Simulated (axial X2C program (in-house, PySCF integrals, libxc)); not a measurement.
# A run on STiS²⁺ without results

A two-component calculation with an axial X2C code built on PySCF integrals.

Input and command:
```json
{"zs": [16, 22, 16], "q": 2, "bas": ["dyall-av3z", "dyall-v3z", "dyall-av3z"], "r0": [2.11, 2.11], "symm": 1, "scan": ["PBE0", "HF", "PBE"], "levels": ["PBE0", "HF", "TPSSh"], "nst": 2}
```
```bash
python solin.py task.json out
```

Keys: zs atomic numbers; q charge; bas basis sets; r0 starting distance in Å; symm equal bonds; scan levels of the two-bond scan; levels methods; nst determinants followed.

Outcome:

The PBE0 geometry search stopped without converging.
